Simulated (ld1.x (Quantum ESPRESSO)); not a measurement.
Os (Z = 76), ultrasoft: configuration errors across variants

osmium (Os), ultrasoft, made with ld1.x (Quantum ESPRESSO) 7.5 (PBEsol, scalar-relativistic). Core [Kr] 4d10, reference 4f14 5s2 5p6 5d6 6s2 6p0. Waves: 5s (bound): rcut 1.30, rcutus 1.80 bohr; 6s (bound): rcut 1.30, rcutus 1.80 bohr; 5p (bound): rcut 1.55, rcutus 1.65 bohr; 6p (bound, empty): rcut 1.55, rcutus 1.65 bohr; 5d (bound): rcut 2.05, rcutus 2.40 bohr; 5d channel at 0.05 Ry: rcut 2.05, rcutus 2.40 bohr; 4f (bound): rcut 0.65, rcutus 0.70 bohr; 4f channel at -3.25 Ry: rcut 0.65, rcutus 0.70 bohr. Local part: all-electron potential smoothed inside 0.55 bohr (lloc = -1). Core correction: Bessel-smoothed model core inside 0.65 bohr. Augmentation charge: PSQ, inside the norm-conserving radii.

All-electron excitation energies from the reference (eV): (1) 4f14 5s2 5p6 5d6 6s1 6p0 9.624; (2) 4f14 5s2 5p6 5d6 6s0 6p0 26.563; (3) 4f14 5s2 5p6 5d5 6s0 6p0 55.442; (4) 4f14 5s2 5p6 5d6.5 6s1.5 6p0 0.059; (5) 4f14 5s2 5p6 5d6 6s0 6p2 10.552; (6) 4f14 5s2 5p6 5d5 6s2 6p0 11.118.

The overlap operator is not positive definite (basis up to 400 Ry) in “base”, “waves 5d (bound): rcut 1.50, rcutus 1.60 bohr; 5d channel at 0.05 Ry: rcut 1.50, rcutus 1.60 bohr”, “waves 5d (bound): rcut 1.80, rcutus 1.90 bohr; 5d channel at 0.05 Ry: rcut 1.80, rcutus 1.90 bohr”, “waves 5d (bound): rcut 2.05, rcutus 2.52 bohr; 5d channel at 0.05 Ry: rcut 2.05, rcutus 2.52 bohr”, “waves 5d (bound): rcut 2.05, rcutus 3.00 bohr; 5d channel at 0.05 Ry: rcut 2.05, rcutus 3.00 bohr”, “waves 5d (bound): rcut 2.05, rcutus 3.30 bohr; 5d channel at 0.05 Ry: rcut 2.05, rcutus 3.30 bohr”, “waves 5d (bound): rcut 2.05, rcutus 3.56 bohr; 5d channel at 0.05 Ry: rcut 2.05, rcutus 3.56 bohr”. Such files are unfit for use, however small their errors in these radial tests.

Tests that are not counted but printed errors over 1 eV. “base”: 4f13 5s2 5p6 5d7 6s1 6p0 (solver errors, printed error -10174 eV). “waves 5d (bound): rcut 2.05, rcutus 2.52 bohr; 5d channel at 0.05 Ry: rcut 2.05, rcutus 2.52 bohr”: 4f13 5s2 5p6 5d7 6s1 6p0 (solver errors, printed error -10174 eV). “waves 5d (bound): rcut 2.05, rcutus 3.00 bohr; 5d channel at 0.05 Ry: rcut 2.05, rcutus 3.00 bohr”: 4f14 5s2 5p6 5d6 6s1 6p0 (solver errors, printed error -11717 eV).

A true bound ghost makes a file unfit for plane-wave use even where its test errors are small: the radial tests pick states by their node count and pass the ghost by. Where a test does run into it, the solver fails or the error is huge.

Errors AE − PS in meV (a dash: test not solved or not reliable):

| change | (1) | (2) | (3) | (4) | (5) | (6) | bound ghosts |
| --- | --- | --- | --- | --- | --- | --- | --- |
| base | -4.1 | -20 | -17 | +0.9 | -10 | +37 | d (s, p not tested, overlap not positive) |
| waves 5d (bound): rcut 1.50, rcutus 1.60 bohr; 5d channel at 0.05 Ry: rcut 1.50, rcutus 1.60 bohr | -2.8 | -11 | -30 | -1.7 | -8.7 | +16 | d (s, p not tested, overlap not positive) |
| waves 5d (bound): rcut 1.80, rcutus 1.90 bohr; 5d channel at 0.05 Ry: rcut 1.80, rcutus 1.90 bohr | -3.2 | -13 | -36 | -4.3 | -8.9 | +4.9 | d (s, p not tested, overlap not positive) |
| waves 5d (bound): rcut 2.05, rcutus 2.52 bohr; 5d channel at 0.05 Ry: rcut 2.05, rcutus 2.52 bohr | -3.7 | -17 | -5.3 | +0.7 | -9.7 | +34 | d (s, p not tested, overlap not positive) |
| waves 5d (bound): rcut 2.05, rcutus 3.00 bohr; 5d channel at 0.05 Ry: rcut 2.05, rcutus 3.00 bohr | – | – | – | – | – | – | not determined (overlap not positive) |
| waves 5d (bound): rcut 2.05, rcutus 3.30 bohr; 5d channel at 0.05 Ry: rcut 2.05, rcutus 3.30 bohr | – | – | – | – | – | – | not determined (overlap not positive) |
| waves 5d (bound): rcut 2.05, rcutus 3.56 bohr; 5d channel at 0.05 Ry: rcut 2.05, rcutus 3.56 bohr | – | – | – | – | – | – | not determined (overlap not positive) |

Q: Give the same row for: waves 5d (bound): rcut 2.05, rcutus 2.28 bohr; 5d channel at 0.05 Ry: rcut 2.05, rcutus 2.28 bohr.

A: -9.7, -47, -15, +0.6, –, –; bound ghosts: d (s, p not tested, overlap not positive). Its overlap operator is not positive definite in a basis up to 400 Ry (lowest eigenvalue s -0.19, p -0.14), so the file is unfit for use: the generalised eigenproblem breaks down once the basis is large enough, and its test numbers describe a broken file.
